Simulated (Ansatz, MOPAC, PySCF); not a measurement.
Dimer: HI (SMILES I) (first 2 atoms) with H4OSi (SMILES O[SiH3]); geometry from B3LYP-D3(BJ)/def2-TZVP, rigid monomers moved along the line of their centres of mass till H2···O3 is 2.82 Å.
(charge 0, multiplicity 1):
```json
[
 {"atom": "I", "x (Å)": "-0.4232", "y (Å)": "-1.1697", "z (Å)": "-0.6328"},
 {"atom": "H", "x (Å)": "-0.5765", "y (Å)": "-0.9602", "z (Å)": "0.9732"},
 {"atom": "O", "x (Å)": "-0.6001", "y (Å)": "-0.2830", "z (Å)": "3.7063"},
 {"atom": "Si", "x (Å)": "0.2524", "y (Å)": "0.9744", "z (Å)": "4.3822"},
 {"atom": "H", "x (Å)": "-1.1978", "y (Å)": "-0.7952", "z (Å)": "4.2569"},
 {"atom": "H", "x (Å)": "-0.6642", "y (Å)": "1.9919", "z (Å)": "4.9477"},
 {"atom": "H", "x (Å)": "1.0399", "y (Å)": "1.5437", "z (Å)": "3.2741"},
 {"atom": "H", "x (Å)": "1.1448", "y (Å)": "0.4892", "z (Å)": "5.4608"}
]
```

Counterpoise-corrected where a basis set is named; no monomer relaxation. Rows marked so take none.

Cores are frozen in the correlated methods. Filled d and f shells under p-block atoms count as core. CBS: X⁻³ extrapolation of the correlation energy, Hartree–Fock from the larger set. Rows in 3-21G, LANL2DZ, STO-3G carry no dispersion term and start afresh at each structure; the Pople sets are all-electron and without relativity. LANL2DZ brings its own core potentials from Na on. The state reached by AM1, PM3, PM6, PM7 isn't checked; PM7 holds dispersion and hydrogen-bond terms.

Codes used: Ansatz (an electronic-structure program) with Gaussian orbitals; MOPAC for AM1, PM3, PM6, PM7 (differences of heats of formation); PySCF for 3-21G rows, LANL2DZ rows, STO-3G rows, the dispersion terms.  In def2 rows elements past Kr take small-core potentials, without spin–orbit coupling.

Other levels give for the interaction energy: PBE/def2-TZVPPD -6.7; B3LYP/def2-TZVPPD -5.1; B3LYP-D3(BJ)/def2-TZVPPD -8.4; wB97M-V/def2-TZVPPD -7.8; CCSD(T)/CBS(def2-SVPD, def2-TZVPPD) -7.8 kJ/mol.

Common cheap choices:

```tsv
level	interaction energy (kJ/mol)
AM1	-5.9
PM3	-4.7
PM6	-6.0
PM7	-14.2
HF/STO-3G (no counterpoise)	-6.0
HF/3-21G (no counterpoise)	-9.9
B3LYP/3-21G (no counterpoise)	-11.6
B3LYP/LANL2DZ (no counterpoise)	-9.6
```
